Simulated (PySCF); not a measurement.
MgF, SMILES [F][Mg+], charge +1. Coordinates come from a PBE-D3(BJ)/def2-TZVPD optimisation. The spin state was assumed, not searched.

Computed with PBE-D3(BJ)/def2-TZVPD (PySCF).

Harmonic wavenumbers (cm⁻¹): 780. Rotational constants (GHz): 16.02 (linear); symmetry number 1.

Task: Work out the zero-point energy and the ideal-gas rigid-rotor harmonic-oscillator thermochemistry at 298.15 K and 1 atm.

Result: ZPE = ½ Σ hcν = ½ × 780 cm⁻¹ = 1.12 kcal/mol. H − E(el) = 3.24 kcal/mol. Entropy in cal/(mol K): translation 37.22, rotation 13.83, vibration 0.22, total 51.28. G − E(el) = -12.05 kcal/mol. Cp = 7.64 cal/(mol K).
